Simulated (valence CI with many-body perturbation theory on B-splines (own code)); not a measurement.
The numbers below are computed, except where a source is named.
Hyperfine factors and g values of Hf XXII

Level of theory: valence CI with perturbative core correlation (CI+MBPT): five valence electrons over a frozen Dirac-Fock core [Kr] 4d10, a basis of 7 s, 7 p, 7 d, 7 f, 4 g, 2 h functions for each j, with the one-electron correlation potential Σ1 (screened to all orders), the two-electron term Σ2, the three-electron term Σ3, Breit, model QED; selected single and double excitations, second order for the rest, scaled by the run's own slope (own B-spline code, finite nucleus).

No measured spectrum was set against this ion. As an estimate, terms of the open shell hold to a few per cent of their energy, and close levels can change places. Among the levels kept, up to 990 cm⁻¹ of a level comes from second order outside the variational space, and about a tenth of that is noise between levels of different J, which matters for small intervals. Only levels of the ground parity were solved; by the run's estimate the other parity begins above the list, which can be wrong where configurations are misplaced.

A/g_I is the dipole constant over the nuclear g factor μ/I (μ in nuclear magnetons, uniformly magnetised nucleus), B/Q the quadrupole constant per barn. Both hold the static response of the core; the bare values leave it out. Large factors of s and p1/2 electrons are usually good to 5 to 10 %; those of open d and f shells near neutrality can be off by tens of per cent, and small factors of p3/2, d and f electrons come from cancelling terms and can be off by a factor of two or in sign, in half-filled shells by more. B is blank for J = 1/2, where it vanishes, and for nearly pure S terms. Energies count from the lowest level.

Names give the largest LS component (configuration and term), which can be under half, so a name can repeat, a term be missing and a line seem to break the LS rules; names also repeat where a configuration has a term twice. Letters in brackets count levels of one name in rising energy.

| Level | E (eV) | g | A/g_I (MHz) | A/g_I bare | B/Q (MHz/b) | B/Q bare |
| --- | --- | --- | --- | --- | --- | --- |
| 4f5 6H°_5/2 | 0.0000 | 0.361 | 4450 | 3550 | -2830 | -2450 |
| 4f5 6H°_7/2 | 0.8918 | 0.847 | 2660 | 2490 | -2410 | -2100 |
| 4f5 6H°_9/2 | 1.752 | 1.068 | 1880 | 2060 | -2400 | -2100 |
| 4f5 6F°_3/2 | 2.460 | 1.003 | 2600 | 2770 | -409 | -347 |
| 4f5 6F°_1/2 | 2.487 | -0.580 | 9300 | 7240 |  |  |
| 4f5 6F°_5/2 | 2.535 | 1.208 | 1680 | 2130 | -726 | -631 |
| 4f5 6H°_11/2 | 2.540 | 1.185 | 1520 | 1880 | -2650 | -2330 |
| 4f5 6H°_13/2 | 3.246 | 1.251 | 1350 | 1830 | -3090 | -2730 |
| 4f5 6F°_7/2 | 3.293 | 1.348 | 904 | 1510 | 60.8 | 29.9 |
| 4f5 6H°_15/2 | 3.819 | 1.278 | 1330 | 1870 | -3490 | -3110 |
| 4f5 6F°_9/2 | 4.133 | 1.402 | 664 | 1340 | 847 | 700 |
| 4f5 6F°_11/2 | 4.963 | 1.424 | 615 | 1330 | 1730 | 1460 |
| 4f5 4G°_5/2 [a] | 5.038 | 0.876 | 2880 | 2810 | -2280 | -1990 |
| 4f5 4M°_15/2 | 5.575 | 0.926 | 2510 | 2490 | 1530 | 1290 |
| 4f5 4F°_3/2 [a] | 5.762 | 0.509 | 4090 | 3450 | -181 | -161 |
| 4f5 4I°_9/2 [a] | 6.296 | 0.782 | 2950 | 2700 | -1610 | -1390 |
| 4f5 4L°_13/2 [a] | 6.332 | 0.936 | 2480 | 2480 | -184 | -184 |
| 4f5 4K°_11/2 [a] | 6.376 | 0.886 | 2620 | 2540 | -926 | -808 |
| 4f5 4G°_7/2 [a] | 6.483 | 1.057 | 2080 | 2270 | -2130 | -1870 |
| 4f5 4P°_5/2 | 6.827 | 1.397 | 952 | 1680 | -2030 | -1760 |
| 4f5 4M°_17/2 | 6.944 | 1.001 | 2220 | 2310 | 2510 | 2150 |
| 4f5 4K°_15/2 [a] | 7.633 | 1.029 | 2100 | 2230 | -349 | -323 |
| 4f5 2P°_1/2 [a] | 7.643 | 0.394 | 6430 | 5950 |  |  |
| 4f5 4G°_9/2 [a] | 7.722 | 1.124 | 1820 | 2110 | -1410 | -1260 |
| 4f5 6P°_3/2 | 7.815 | 1.978 | -2150 | -713 | 491 | 410 |
| 4f5 4M°_19/2 | 7.863 | 1.068 | 2000 | 2200 | 2880 | 2460 |
| 4f5 4F°_5/2 [a] | 7.867 | 0.942 | 2560 | 2580 | 275 | 226 |
| 4f5 4L°_13/2 [b] | 8.229 | 0.942 | 2370 | 2360 | -1050 | -900 |
| 4f5 4L°_15/2 | 8.245 | 1.044 | 2060 | 2210 | 55.9 | 30.2 |
| 4f5 4M°_21/2 | 8.397 | 1.110 | 1910 | 2180 | 3160 | 2700 |
| 4f5 4H°_11/2 [a] | 8.454 | 1.112 | 1860 | 2130 | -29.9 | -40.4 |
| 4f5 4K°_11/2 [b] | 8.550 | 0.933 | 2330 | 2300 | -1110 | -938 |
| 4f5 4H°_7/2 [a] | 8.663 | 0.817 | 2700 | 2480 | 156 | 143 |
| 4f5 2G°_9/2 [a] | 8.777 | 1.098 | 1850 | 2090 | 1430 | 1230 |
| 4f5 4D°_7/2 [a] | 8.815 | 1.377 | 630 | 1250 | 814 | 687 |
| 4f5 4K°_13/2 | 8.819 | 1.004 | 2210 | 2310 | -1220 | -1050 |
| 4f5 4L°_17/2 | 8.819 | 1.046 | 2120 | 2290 | -111 | -105 |
| 4f5 6P°_5/2 | 9.200 | 1.488 | 473 | 1310 | -1760 | -1530 |
| 4f5 4F°_7/2 [a] | 9.363 | 1.225 | 1410 | 1840 | 826 | 687 |
| 4f5 4D°_3/2 [a] | 9.378 | 1.376 | 714 | 1350 | -106 | -79.9 |

(1) Take the isotope of mass number 179, with I = 9/2, μ = -0.6389 μN and Q = 3.79 b. What is the hyperfine structure of 4f5 6H°_9/2?

Results:

(1) From the table A = -268 MHz, B = -9080 MHz. Shifts from the centre of gravity in MHz: F = 0: 2470, F = 1: 2710, F = 2: 3120, F = 3: 3570, F = 4: 3890, F = 5: 3810, F = 6: 3020, F = 7: 1150, F = 8: -2260, F = 9: -7700.
